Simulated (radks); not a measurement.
Results of a calculation; reference values are marked as such.
Effect of the nuclear size on the hafnium ion Hf+, [Xe] 4f14 5d1 6s2. Level of theory: Dirac Kohn-Sham, relativistic LDA (MacDonald-Vosko exchange, VWN5 correlation), spin-unpolarised, spherical densities, finite nucleus; open shells are shared between the two j in proportion to 2j + 1; Fermi nuclear charge, rms radius 5.347 fm (a radial shooting solver on a logarithmic mesh with Libxc functionals). The rms radius is varied about that value; shifts are against it.

rms radius (fm)  total energy shift (eV)  density at nucleus (e/bohr^3)  1s1/2 shift (meV)  2s1/2 shift (meV)  5p1/2 shift (meV)  6s1/2 shift (meV)  5d5/2 shift (meV)  6p1/2 (empty) shift (meV)  7s1/2 (empty) shift (meV)
4.5663                             -13.0                      1.255e+06              -5270               -730              0.594             -0.515              0.479                      0.210                     -0.069
5.1385                             -3.62                      1.207e+06              -1460               -202              0.165             -0.143              0.133                      0.058                     -0.019
5.347                                  0                      1.192e+06              0.000              0.000              0.000              0.000              0.000                      0.000                      0.000
5.7641                              7.53                      1.163e+06               3040                421             -0.342              0.297             -0.277                     -0.121                      0.040
6.1972                              15.7                      1.136e+06               6370                881             -0.716              0.621             -0.578                     -0.253                      0.083

Slopes of the eigenvalues against <r^2> in GHz/fm^2, as finite differences over the two radii next to the reference (eigenvalue slopes, not the field-shift constants of lines): 1s1/2 160000, 2s1/2 22100, 5p1/2 -18.0, 6s1/2 15.6, 5d5/2 -14.5, 6p1/2 (empty) -6.36, 7s1/2 (empty) 2.08.
